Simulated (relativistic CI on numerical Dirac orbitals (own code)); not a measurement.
Method of calculation: Dirac-Coulomb-Breit CI, orbitals from a KLI potential per configuration, QED by a radiative potential, unscaled Slater integrals (own radial code, finite nucleus).

Configuration list (outside the closed core [Kr]): 4d10 4f12 5s2, 4d10 4f14, 4d10 4f13 5s, 4d10 4f12 5s 5p, 4d10 4f12 5s 5d, 4d10 4f11 5s2 5p, 4d10 4f11 5s 5p2, 4d10 4f13 5d, 4d10 4f12 5s 5f, 4d9 4f13 5s2, 4d10 4f12 5p 5d, 4d10 4f11 5s2 5d, 4d10 4f12 5s 5g, 4d10 4f13 6s, 4d10 4f12 5p 6s, 4d10 4f12 5s 6s, 4d10 4f13 5g, 4d10 4f11 5s2 6s, 4d10 4f12 5s 6p, 4d10 4f10 5s2 5p 6s, 4d10 4f11 5s2 6d, 4d10 4f12 5s 7s, 4d10 4f12 5s 8s, 4d10 4f12 5p2, 4d10 4f11 5p3, 4d9 4f13 5p2, 4d10 4f13 5p, 4d9 4f14 5p, 4d10 4f13 5f, 4d9 4f14 5f, 4d10 4f12 6s2, 4d10 4f11 5p 6s2, 4d9 4f13 6s2. Double excitations out of closed p, d and f shells are left out; levels of such configurations are missing from the list, as are those of other unlisted configurations, and high levels can miss mixing partners. Some configurations lack a partner that the ground configuration has and come out too high, among them 4d10 4f11 5s2 5d, 4d10 4f11 5s2 6s, 4d10 4f11 5s2 6d.

At this charge transitions that keep the count of f electrons are usually good to a few per cent. Terms inside the open d or f shell come out 10 to 20 % too wide with unscaled integrals. Levels that differ in their count of f electrons can be misplaced by several ten thousand cm⁻¹, since the correlation energy of f electrons is missing or only estimated; rates across such gaps can be off by orders of magnitude. The computed lowest level isn't the tabulated ground level, which NIST ASD gives as 4f12 5s2 3H6; for such ions that label comes from theory and may be the wrong one.

Outline of the computed level scheme of Au XX. Lowest level of each configuration: 4d10 4f14 1S_0 at 0.0000 eV; 4d10 4f13 5s 3F°_4 at 15.2582 eV; 4d10 4f12 5s2 3H_6 at 36.0475 eV; 4d10 4f13 5p 3D_3 at 58.5186 eV; 4d10 4f12 5s 5p 5G°_6 at 72.9017 eV.

Some strong electric-dipole decays among the lowest 45 levels: 4d10 4f13 5p 3D_3 → 4d10 4f13 5s 3F°_4 (1.5e+10 s⁻¹); 4d10 4f13 5p 3F_2 → 4d10 4f13 5s 1F°_3 (1.5e+10 s⁻¹); 4d10 4f13 5p 3G_3 → 4d10 4f13 5s 3F°_2 (1.1e+10 s⁻¹); 4d10 4f13 5p 3G_4 → 4d10 4f13 5s 3F°_3 (1.1e+10 s⁻¹); 4d10 4f13 5p 3G_4 → 4d10 4f13 5s 3F°_4 (7.1e+09 s⁻¹); 4d10 4f13 5p 3G_3 → 4d10 4f13 5s 1F°_3 (6.7e+09 s⁻¹); 4d10 4f12 5s 5p 3I°_7 → 4d10 4f12 5s2 3H_6 (4.9e+09 s⁻¹); 4d10 4f12 5s 5p 5I°_6 → 4d10 4f12 5s2 3H_5 (4.9e+09 s⁻¹).

LS names give the leading component of a level, which can be under half, so a name can repeat, a term be missing and a line seem to break the LS rules.
